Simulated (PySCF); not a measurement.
# Shapes and spin states of [TcF3]+

Level of theory: PBE0 in PySCF with Tc def2-SVP with ECP28, F def2-SVP; scalar-relativistic core potentials, no spin–orbit coupling; density-fitted integrals.

Relaxations began from a few typed shapes and spin states; open shells are unrestricted. The search is not exhaustive: other isomers or separated fragments can lie lower, and high-lying points may rest on an excited occupation.

| spin | group | bonds | angles | imaginary modes (cm⁻¹) | ΔE (kJ/mol) | ΔE with ZPE (kJ/mol) |
| --- | --- | --- | --- | --- | --- | --- |
| quartet | D3h | Tc–F 1.765 Å (×3) | F–Tc–F 120.0° (×3) | none | 0.0 | 0.0 |
| broken-symmetry Ms = 1/2 (⟨S²⟩ 1.76) | D3h | Tc–F 1.763 Å (×3) | F–Tc–F 120.0° (×3) | none | 70.6 | 70.6 |

The lowest minimum found is the quartet D3h: Tc–F 1.765 Å (×3); F–Tc–F 120.0° (×3).

Formally Tc is in oxidation state +4, d3, with 3 unpaired electrons (the high-spin count). The Mulliken spin on Tc is 2.77. The polar-tensor charge on Tc, 2.44, is below the formal one.

For the lowest minimum: other spin states or occupations of the open shell can lie lower.
